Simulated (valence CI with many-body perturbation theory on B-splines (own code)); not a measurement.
Tl68+: electric-dipole lines

Calculated by relativistic CI+MBPT: three valence electrons over a frozen Dirac-Fock core [Ne], radial functions for each j: 11 s, 11 p, 9 d, 7 f, 5 g, 2 h, 1 i, with the one-electron correlation potential Σ1, the two-electron term Σ2, the three-electron term Σ3, Breit, model QED; selected CI, second order for the rest (own B-spline code, finite nucleus).

No measured spectrum was set against this ion. As an estimate, large intervals hold to a few tenths of a per cent, small ones and those within an open d or f shell to about a per cent.

Lines 151 to 200 of 254 in falling wavelength, among levels below 1996.9 eV, chosen from the strongest by gf and those to the six lowest levels. Wavelengths and rates use the calculated energies. Electric multipoles are in the length gauge, E1 and E2 with the static RPA response of the core. Weak lines are less certain than strong ones. Lines between different terms over intervals too small for the method are left out, as are lines whose strength nearly cancels. The highest levels of a list are the least certain.

Levels are named by their leading jj configuration (3d3/2^4 stands for four electrons in 3d with j = 3/2), which in mixed levels can hold well under half, so a name can repeat and another be missing. Letters in brackets count levels of one name in rising energy.

| λ vac (Å) | Upper | Lower | A (s⁻¹) | S (a.u.) with core polarisation | S without |
| --- | --- | --- | --- | --- | --- |
| 15.71 | (3p1/2 3p3/2 3d5/2) J=5/2 [b] | (3s 3p1/2 3d5/2) J=5/2 [a] | 1.82e+12 | 2.08e-02 | 2.11e-02 |
| 15.70 | (3s 3d3/2^2) J=3/2 | (3s 3p1/2 3d3/2) J=1/2 | 4.47e+12 | 3.42e-02 | 3.46e-02 |
| 15.66 | (3p1/2 3p3/2 3d3/2) J=5/2 [b] | (3s 3p1/2 3d3/2) J=5/2 | 1.03e+12 | 1.17e-02 | 1.18e-02 |
| 15.64 | (3p1/2 3p3/2^2) J=3/2 | (3s 3p1/2 3p3/2) J=3/2 [a] | 2.71e+12 | 2.04e-02 | 2.07e-02 |
| 15.57 | (3s 3d3/2^2) J=5/2 | (3s 3p1/2 3d3/2) J=3/2 [c] | 6.75e+12 | 7.55e-02 | 7.65e-02 |
| 15.54 | (3s 3p3/2 3d3/2) J=3/2 [a] | (3s 3p1/2 3p3/2) J=5/2 | 4.42e+11 | 3.27e-03 | 3.31e-03 |
| 15.50 | (3s 3d3/2 3d5/2) J=5/2 [a] | (3s 3p1/2 3d5/2) J=7/2 | 7.10e+11 | 7.82e-03 | 7.93e-03 |
| 15.49 | (3s 3d3/2 3d5/2) J=7/2 [a] | (3s 3p1/2 3d5/2) J=7/2 | 3.47e+12 | 5.09e-02 | 5.16e-02 |
| 15.46 | (3p1/2 3p3/2 3d3/2) J=3/2 [b] | (3s 3p1/2 3d3/2) J=3/2 [b] | 1.49e+12 | 1.09e-02 | 1.10e-02 |
| 15.44 | (3p1/2 3p3/2 3d3/2) J=5/2 [b] | (3s 3p1/2 3d3/2) J=3/2 [b] | 2.04e+12 | 2.22e-02 | 2.25e-02 |
| 15.41 | (3s 3p3/2 3d3/2) J=3/2 [b] | (3s 3p1/2 3p3/2) J=1/2 | 2.84e+12 | 2.05e-02 | 2.08e-02 |
| 15.41 | (3s 3p3/2 3d3/2) J=5/2 [a] | (3s 3p1/2 3p3/2) J=5/2 | 4.50e+12 | 4.87e-02 | 4.94e-02 |
| 15.39 | (3p1/2 3p3/2 3d5/2) J=3/2 [b] | (3s 3p1/2 3d5/2) J=5/2 [a] | 8.30e+11 | 5.98e-03 | 6.06e-03 |
| 15.38 | (3s 3p3/2 3d3/2) J=7/2 | (3s 3p1/2 3p3/2) J=5/2 | 3.45e+12 | 4.96e-02 | 5.03e-02 |
| 15.36 | (3p1/2 3p3/2 3d3/2) J=1/2 [b] | (3s 3p1/2 3d3/2) J=3/2 [b] | 2.17e+12 | 7.75e-03 | 7.86e-03 |
| 15.30 | (3s 3d3/2 3d5/2) J=5/2 [b] | (3s 3p1/2 3d5/2) J=3/2 | 2.17e+12 | 2.30e-02 | 2.34e-02 |
| 15.28 | (3p1/2 3p3/2^2) J=1/2 | (3s 3p1/2 3p3/2) J=3/2 [a] | 1.13e+12 | 3.99e-03 | 4.04e-03 |
| 15.23 | (3s 3p1/2 3d3/2) J=1/2 | (3s 3p1/2^2) J=1/2 | 4.87e+12 | 1.70e-02 | 1.72e-02 |
| 15.21 | (3s 3d3/2 3d5/2) J=5/2 [b] | (3s 3p1/2 3d5/2) J=5/2 [b] | 3.34e+12 | 3.49e-02 | 3.53e-02 |
| 15.21 | (3s 3d3/2 3d5/2) J=7/2 [b] | (3s 3p1/2 3d5/2) J=5/2 [b] | 3.74e+12 | 5.20e-02 | 5.27e-02 |
| 15.18 | (3s 3p3/2 3d3/2) J=3/2 [b] | (3s 3p1/2 3p3/2) J=3/2 [b] | 4.40e+12 | 3.04e-02 | 3.08e-02 |
| 15.18 | (3p1/2 3p3/2 3d3/2) J=3/2 [b] | (3s 3p1/2 3d3/2) J=3/2 [a] | 4.70e+12 | 3.24e-02 | 3.29e-02 |
| 15.18 | (3s 3d3/2 3d5/2) J=5/2 [a] | (3s 3p1/2 3d5/2) J=5/2 [a] | 2.79e+12 | 2.89e-02 | 2.93e-02 |
| 15.18 | (3s 3d3/2 3d5/2) J=3/2 [b] | (3s 3p1/2 3d5/2) J=3/2 | 4.04e+12 | 2.79e-02 | 2.83e-02 |
| 15.17 | (3s 3d3/2 3d5/2) J=7/2 [a] | (3s 3p1/2 3d5/2) J=5/2 [a] | 1.31e+12 | 1.81e-02 | 1.83e-02 |
| 15.16 | (3s 3d3/2^2) J=1/2 | (3s 3p1/2 3d3/2) J=3/2 [c] | 6.08e+12 | 2.09e-02 | 2.12e-02 |
| 15.15 | (3s 3d3/2 3d5/2) J=9/2 | (3s 3p1/2 3d5/2) J=7/2 | 5.11e+12 | 8.78e-02 | 8.90e-02 |
| 15.14 | (3s 3p3/2 3d3/2) J=3/2 [a] | (3s 3p1/2 3p3/2) J=3/2 [a] | 4.45e+12 | 3.05e-02 | 3.09e-02 |
| 15.10 | (3s 3p3/2 3d3/2) J=1/2 [a] | (3s 3p1/2 3p3/2) J=3/2 [a] | 2.49e+12 | 8.46e-03 | 8.58e-03 |
| 15.09 | (3s 3d3/2 3d5/2) J=3/2 [b] | (3s 3p1/2 3d5/2) J=5/2 [b] | 1.82e+12 | 1.23e-02 | 1.25e-02 |
| 15.08 | (3p1/2 3p3/2 3d3/2) J=1/2 [b] | (3s 3p1/2 3d3/2) J=3/2 [a] | 1.60e+12 | 5.42e-03 | 5.50e-03 |
| 15.06 | (3s 3p1/2 3d3/2) J=3/2 [c] | (3s 3p1/2^2) J=1/2 | 7.69e+12 | 5.19e-02 | 5.26e-02 |
| 15.04 | (3s 3d3/2 3d5/2) J=3/2 [a] | (3s 3p1/2 3d5/2) J=5/2 [a] | 3.40e+12 | 2.28e-02 | 2.32e-02 |
| 15.04 | (3s 3p3/2 3d3/2) J=1/2 [b] | (3s 3p1/2 3p3/2) J=1/2 | 5.12e+12 | 1.72e-02 | 1.74e-02 |
| 15.02 | (3s 3p3/2 3d3/2) J=5/2 [a] | (3s 3p1/2 3p3/2) J=3/2 [a] | 1.33e+12 | 1.34e-02 | 1.35e-02 |
| 15.02 | (3s^2 3d3/2) J=3/2 | (3s^2 3p1/2) J=1/2 | 8.17e+12 | 5.47e-02 | 5.54e-02 |
| 15.01 | (3s 3d3/2 3d5/2) J=5/2 [b] | (3s 3p1/2 3d5/2) J=7/2 | 3.67e+11 | 3.67e-03 | 3.72e-03 |
| 14.99 | (3s 3d3/2^2) J=1/2 | (3s 3p1/2 3d3/2) J=1/2 | 4.75e+12 | 1.58e-02 | 1.60e-02 |
| 14.98 | (3s 3d3/2 3d5/2) J=1/2 | (3s 3p1/2 3d5/2) J=3/2 | 6.81e+12 | 2.26e-02 | 2.29e-02 |
| 14.95 | (3s 3p3/2 3d3/2) J=5/2 [b] | (3s 3p1/2 3p3/2) J=3/2 [b] | 1.35e+12 | 1.33e-02 | 1.35e-02 |
| 14.92 | (3s 3d3/2^2) J=3/2 | (3s 3p1/2 3d3/2) J=3/2 [b] | 3.88e+12 | 2.54e-02 | 2.58e-02 |
| 14.83 | (3s 3d3/2^2) J=5/2 | (3s 3p1/2 3d3/2) J=5/2 | 3.82e+12 | 3.69e-02 | 3.74e-02 |
| 14.82 | (3s 3p3/2 3d3/2) J=1/2 [b] | (3s 3p1/2 3p3/2) J=3/2 [b] | 5.00e+10 | 1.61e-04 | 1.63e-04 |
| 14.78 | (3s 3p3/2 3d3/2) J=3/2 [b] | (3s 3p1/2 3p3/2) J=5/2 | 7.10e+08 | 4.53e-06 | 4.60e-06 |
| 14.71 | (3s 3d3/2 3d5/2) J=5/2 [b] | (3s 3p1/2 3d5/2) J=5/2 [a] | 3.79e+11 | 3.57e-03 | 3.62e-03 |
| 14.66 | (3s 3d3/2^2) J=3/2 | (3s 3p1/2 3d3/2) J=3/2 [a] | 6.26e+11 | 3.89e-03 | 3.94e-03 |
| 14.56 | (3s 3p3/2 3d3/2) J=5/2 [b] | (3s 3p1/2 3p3/2) J=5/2 | 6.46e+11 | 5.90e-03 | 5.98e-03 |
| 14.42 | (3s 3p3/2 3d3/2) J=3/2 [b] | (3s 3p1/2 3p3/2) J=3/2 [a] | 1.08e+11 | 6.38e-04 | 6.47e-04 |
| 14.21 | (3s 3p3/2 3d3/2) J=5/2 [b] | (3s 3p1/2 3p3/2) J=3/2 [a] | 2.45e+10 | 2.08e-04 | 2.11e-04 |
| 14.10 | (3s 3p3/2 3d3/2) J=1/2 [b] | (3s 3p1/2 3p3/2) J=3/2 [a] | 6.78e+09 | 1.87e-05 | 1.90e-05 |
